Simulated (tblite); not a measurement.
Run record: molecular-dynamics run, `N[SiH2]NC1CCC1`.

Computed with GFN2-xTB (tblite), gas phase: Langevin dynamics at 600 K from the optimised GFN2-xTB geometry, time step 0.5 fs, friction 0.01 fs⁻¹, 2000 steps. The input is one job of a driver script: a line of settings, then coordinates in Å. «temperature» is in K, «steps» counts time steps and «every» is the stride of the printed frames; «frames» go on to single points.

Command:
```bash
OMP_NUM_THREADS=1 python probes_run.py task.json out
```

Input:
```
{"job": {"kind": "md", "xc": "GFN2-xTB", "basis": "xTB", "temperature": 600, "steps": 2000, "every": 50, "frames": 5}, "charge": 0, "multiplicity": 1}
N      3.526838     0.404958     0.685146
Si     2.214458     0.109239    -0.389491
N      0.711282    -0.016205     0.450734
C     -0.508190    -0.446416    -0.159273
C     -1.461776     0.623601    -0.744089
C     -2.633083    -0.051606    -0.015417
C     -1.636429    -0.897926     0.790617
H      3.684018    -0.240134     1.441615
H      3.707476     1.344524     0.995206
H      2.428437    -1.203194    -0.995825
H      2.290665     1.207485    -1.361971
H      0.533930     0.637081     1.201876
H     -0.257418    -1.209526    -0.897512
H     -1.238102     1.617927    -0.360779
H     -1.526018     0.668542    -1.828828
H     -3.277756     0.606206     0.563983
H     -3.250318    -0.651603    -0.680398
H     -1.487417    -0.526563     1.803365
H     -1.830401    -1.967139     0.833465
```

Q: Estimate the output. One trajectory will do; the random numbers aren't given.

A: 
```
t/fs     T/K      E/eV
    0.0   487.5   -606.33916
   25.0   375.2   -605.39404
   50.0   570.7   -605.32448
   75.0   522.8   -604.81591
  100.0   635.6   -605.10594
  125.0   999.4   -605.21275
  150.0   648.0   -604.35414
  175.0   650.1   -604.49783
  200.0   623.9   -604.46820
  225.0   649.8   -604.44767
  250.0   831.7   -604.60545
  275.0   765.5   -604.99863
  300.0   636.4   -604.88414
  325.0   611.0   -604.67795
  350.0   649.6   -604.83447
  375.0   654.8   -604.47491
  400.0   655.8   -605.13019
  425.0   499.3   -605.06122
  450.0   725.2   -605.42576
  475.0   592.8   -605.33456
  500.0   551.2   -605.34134
  525.0   530.1   -605.22276
  550.0   549.5   -605.19801
  575.0   516.5   -604.88912
  600.0   597.6   -604.91179
  625.0   819.8   -605.37126
  650.0   722.3   -604.98222
  675.0   776.5   -605.14057
  700.0   517.8   -604.82778
  725.0   570.5   -605.03596
  750.0   697.3   -605.28939
  775.0   565.8   -604.95830
  800.0   522.0   -605.13205
  825.0   464.8   -605.35619
  850.0   500.8   -605.46334
  875.0   419.3   -605.51571
  900.0   287.1   -605.33782
  925.0   410.3   -605.44100
  950.0   562.0   -605.32609
  975.0   642.6   -605.14216
 1000.0   597.9   -604.93341
```

E is the potential energy; T comes from the kinetic energy over all 3N coordinates.

Q: Sum up the printed frames.

A: 41 frames over 1000 fs. T runs from 287 K (900 fs) to 999 K (125 fs), with a mean of 600 K over all frames and 563 K from 500 fs on. E starts at -606.339 eV, peaks 1.985 eV above that at 150 fs, and averages 1.157 eV above it from 500 fs on.

Q: Give the last frame.

A: 0.58 Å rms from the start after alignment:
```
atom  x, y, z in Å
N1      3.947    1.001   -0.227
Si2     2.784   -0.228   -0.080
N3      1.377    0.504    0.551
C4      0.023    0.013    0.626
C5     -0.775    0.045   -0.616
C6     -1.973    0.690    0.211
C7     -0.841    1.234    1.057
H8      4.843    0.855    0.162
H9      3.526    1.933   -0.008
H10     3.159   -1.332    0.931
H11     2.243   -0.670   -1.461
H12     1.530    1.363    1.271
H13    -0.016   -0.896    1.217
H14    -0.455    0.722   -1.300
H15    -0.870   -0.926   -1.165
H16    -2.631    1.332   -0.313
H17    -2.564   -0.162    0.741
H18    -0.482    2.216    0.722
H19    -1.002    1.332    2.197
```

Q: Estimate the wall time. Hardware: Intel Xeon Platinum 8488C, one thread, no GPU, shared host with 192 logical CPUs at a one-minute load of 14. And the peak memory of the process?

A: About 14 s, with 0.18 GiB resident at the peak, the Python interpreter and its libraries included.
